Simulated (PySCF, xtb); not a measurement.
PbCl, SMILES [Pb+][Cl] (connectivity only; charge and spin as stated), charge +1, multiplicity 1.

GFN2-xTB (xtb) at its own geometry gives an orbital gap of 3.06 eV.

Geometry: B3LYP-D3(BJ)/def2-TZVP. The multiplicity is an assumed one; other spin states were not compared. The def2 effective core potentials stand for the cores of Pb; spin–orbit coupling is left out.

Problem. What does PBE0/def2-TZVPD (PySCF) give? (The exact figures need the calculation; the answer reports its results.)

Solution. gap 5.72 eV (levels -14.58 and -8.86 eV).
